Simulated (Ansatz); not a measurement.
Ansatz (a program for electronic structure) input file for GeH7NOSi, SMILES N[SiH2][O][GeH3], PBE0/def2-SVPD. The structure is a stationary point at PBE0-D3(BJ)/def2-SVP. The structure was generated by enumeration, and PubChem lists no compound with its InChIKey, so it may never have been made. Other conformers were not sampled.

Ansatz 0.2 input:
```yaml
crystal:
  periodic: [false, false, false]
  atoms:
    - {symbol: Si, position_ang: [-1.35411150, -0.22063226, -0.97949908]}
    - {symbol: N, position_ang: [-2.98954306, -0.44889684, -0.50976921]}
    - {symbol: O, position_ang: [-0.31403252, -0.02638652, 0.30422755]}
    - {symbol: Ge, position_ang: [1.42912260, 0.21876120, 0.52618844]}
    - {symbol: H, position_ang: [-1.30171980, 1.00749998, -1.82854045]}
    - {symbol: H, position_ang: [-0.93841358, -1.42947465, -1.75291008]}
    - {symbol: H, position_ang: [-3.26884021, -1.31936416, -0.07102813]}
    - {symbol: H, position_ang: [-3.51425486, 0.32914762, -0.12566943]}
    - {symbol: H, position_ang: [1.84160981, 1.53833695, -0.15482084]}
    - {symbol: H, position_ang: [2.18730812, -0.96790739, -0.10026916]}
    - {symbol: H, position_ang: [1.65900958, 0.28362470, 2.04275924]}
basis:
  gaussian:
    orbitals: def2-SVPD
hamiltonian:
  xc: {name: PBE0}
```

Program output:

```
WARN ansatz: RAYON_NUM_THREADS=1 ignored (pool sized by the plan → 1); use --threads N
Functional definition: PBE0
integrals: 0.11 GiB planned
1497 factors; their error is unknown
mean field: 0.87 GiB planned
mean field evaluation 1: about -68013.6706 eV, gradient 7.0e1 eV
mean field evaluation 2: about -67993.4394 eV, gradient 1.2e2 eV
mean field evaluation 4: about -68022.2459 eV, gradient 8.2e0 eV
mean field evaluation 8: about -68022.3780 eV, gradient 5.3e-2 eV
mean field evaluation 16: about -68022.6233 eV, gradient 6.9e-5 eV
mean field -68022.62328135 eV, -2499.7852981997 hartree, gradient 6.9e-5 eV, S^2 0.000000; 0 other end points of the search recorded, 0 dependent functions left out
reference -68022.62331944 eV, -2499.7852995992 hartree; 34, 34 occupied and 127, 127 virtual orbitals, 1497 factors
Total energy: -68022.62331944 eV, -2499.7852995992 hartree
```

Self-consistency was reached.
